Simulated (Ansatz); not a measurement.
`[OH][GeH]([F])[CH2]Cl` + H₂ → `[OH][GeH2][CH2]Cl` + H–F  (hydrogenolysis of a Ge–F bond)

Program: Ansatz. Geometries: PBE0-D4/def2-TZVP. ΔE: electronic, gas phase. CCSD(T)/CBS is the MP2 limit (def2-TZVPP, def2-QZVPP) plus CCSD(T) − MP2 in def2-TZVPP, frozen cores. This one scheme is used for every species. For Ge outer-core shells are correlated without core-valence functions, which leaves a few kJ/mol of doubt a bond. Scalar relativity is left out up to krypton. One conformer a species, not always the lowest.

```tsv
level	ΔE (kcal/mol)
CCSD(T)/def2-TZVPP	13.0
MP2/CBS(def2)	13.0
```

(1) What does CCSD(T)/CBS give? (Estimate.)

Largest T1 diagnostic among the species: 0.011.

Answers

(1) The calculation gave: +12.3 kcal/mol. The listed levels differ from it by 0.7, 0.7 kcal/mol.

From PBE to PBE0 (25 % exact exchange), in def2-TZVPP and without D4, ΔE moves by −1.2 kcal/mol.
